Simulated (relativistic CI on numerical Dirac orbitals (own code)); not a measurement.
Spin-allowed bands of a d3 ion in an octahedral site, by hand

Problem. Take Δ = 11250 cm⁻¹ and B = 750 cm⁻¹ for a d3 ion in an octahedral site. Calculate the three spin-allowed bands.

Working.
1. The terms of highest spin are 4F (energy 0) and 4P (15B = 11250 cm⁻¹). Here the F term splits into A2 at −1.2Δ = -13500, T2 at −0.2Δ = -2250 and T1 at +0.6Δ = 6750 cm⁻¹.
2. The two T1 states mix through the element 0.4Δ: H = [[6750, 4500], [4500, 11250]], with roots ½(H₁₁ + H₂₂) ∓ ½√[(H₂₂ − H₁₁)² + 4H₁₂²] = ½(18000) ∓ ½(10062) = 3969 and 14031 cm⁻¹.
3. The ground term is 4A2 at -13500 cm⁻¹.
4. Bands: 4T2 11250 cm⁻¹ (889 nm), 4T1(F) 17469 cm⁻¹ (572 nm), 4T1(P) 27531 cm⁻¹ (363 nm).

Check. Exact diagonalisation of the whole d3 shell with these parameters gives 4T2 11250, 4T1 17469, 4T1 27531 cm⁻¹. The match is exact, since without spin-orbit coupling no other term has this spin. The ratio of the second band to the first, 1.553, depends on Δ/B = 15.0 alone, which is how a Tanabe-Sugano diagram is read.
